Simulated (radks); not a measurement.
The numbers below are computed, except where a source is named.
Problem. Isoelectronic series with 1 electrons, all held in the configuration 1s1, which need not be the ground one along the series. Level of theory: Dirac Kohn-Sham, PBE, spin-unpolarised, spherical densities, finite nucleus; Fermi nuclear charge, rms radius of each element as measured or else 0.836 A^(1/3) + 0.57 fm (a radial shooting solver on a logarithmic mesh with Libxc functionals). Total energies (hartree) and mean radii <r> (bohr):

ion    E (hartree)    1s1/2
B4+      -12.23145   0.3053
Ne9+     -49.50105   0.1511
P14+    -111.97926   0.1002
Ca19+   -199.92110  0.07481
Mn24+   -313.69090  0.05955
Zn29+   -453.76988  0.04934
Br34+   -620.76658  0.04202
Zr39+   -815.43154  0.03650
Sn49+  -1291.57845  0.02868
Cs54+   -1575.4520  0.02579
Nd59+   -1891.8434  0.02336
Tb64+   -2242.5906  0.02127
Yb69+   -2629.8702  0.01946
Re74+   -3056.3816  0.01786
Hg79+   -3525.2642  0.01643

Estimate the row of Rh44+.

Solution. E (hartree) -1038.67162; 1s1/2 0.03217.
